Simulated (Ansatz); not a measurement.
A search over several starts for the lowest SCF solution of diborane 1,1-di F (B2H4F2) at the given spin, in a small basis.

```yaml
crystal:
  periodic: [false, false, false]
  atoms:
    - {symbol: B, position_ang: [0.526342, -0.605238, 0.354946]}
    - {symbol: F, position_ang: [1.333641, -1.345085, -0.416623]}
    - {symbol: F, position_ang: [0.538718, -0.807124, 1.679136]}
    - {symbol: H, position_ang: [0.669671, 0.762082, 0.058215]}
    - {symbol: B, position_ang: [-0.536447, 0.616651, -0.361665]}
    - {symbol: H, position_ang: [-1.235172, 1.247657, 0.373571]}
    - {symbol: H, position_ang: [-0.506705, 0.754806, -1.547832]}
    - {symbol: H, position_ang: [-0.790057, -0.623759, -0.139748]}
basis:
  gaussian: {orbitals: def2-SVP, initial_orbitals: start.molden}
hamiltonian: {xc: pbe0, dispersion: d4}
output: {orbitals: {seedname: orbitals}}
```

The file start.molden holds the orbitals of an earlier run on this structure, at another level or in another basis.

```sh
$ ansatz run in.yaml --threads 4 --pin off --events-out ev --progress --plain --max-ram 3916MiB
```

It prints (some lines left out):

```
Functional definition: PBE0
836 factors; their error is unknown
mean field evaluation 1: about -6841.6189 eV, gradient 1.0e1 eV
mean field evaluation 2: about -6841.7914 eV, gradient 1.8e-1 eV
mean field evaluation 4: about -6841.8044 eV, gradient 2.9e-4 eV
mean field evaluation 8: about -6839.5579 eV, gradient 3.3e1 eV
mean field evaluation 16: about -6841.8044 eV, gradient 1.4e-2 eV
mean field -6841.80437577 eV, -251.4316732680 hartree, gradient 1.8e-5 eV, S^2 0.000000; 1 other end points of the search recorded, 0 dependent functions left out
reference -6841.80439790 eV, -251.4316740812 hartree; 16, 16 occupied and 60, 60 virtual orbitals, 836 factors
Total energy: -6841.88210881 eV, -251.4345299044 hartree
```

It took 1.1 s on 4 threads of Arm Neoverse V2 on a shared host.
